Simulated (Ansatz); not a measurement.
Basis-set series for `ClC1=CCB1`. The species carries charge 0 and has multiplicity 1. The geometry is a stationary point of PBE0-D4/def2-TZVP.

Cartesian coordinates in Å:
```
Cl -1.211 -1.647 -1.959
C -0.635 -0.716 -0.669
C 0.640 -0.481 -0.256
C 0.429 0.357 0.971
B -0.830 0.602 0.028
H 1.572 -0.656 -0.793
H 1.137 1.167 1.145
H 0.261 -0.228 1.872
H -1.364 1.602 -0.336
```

```csv
functional,basis,functions,energy (Eh),HOMO (eV),LUMO (eV)
PBE0-D4,def2-TZVPP,222,-601.45773,-7.62,-0.71
PBE0-D4,def2-QZVPP,418,-601.47902,-7.64,-0.77
ωB97M-V,def2-TZVPP,222,-601.69371,-9.75,1.37
ωB97M-V,def2-QZVPP,418,-601.71370,-9.77,1.21
```

**Question.** Give the rows for def2-SVP. (Estimate.)

**Answer.** Computed: 
| functional | basis | functions | energy (Eh) | HOMO (eV) | LUMO (eV) |
| --- | --- | --- | --- | --- | --- |
| PBE0-D4 | def2-SVP | 94 | -601.14676 | -7.55 | -0.53 |
| ωB97M-V | def2-SVP | 94 | -601.37733 | -9.66 | 1.69 |

Positive LUMOs are unbound and depend on the basis.
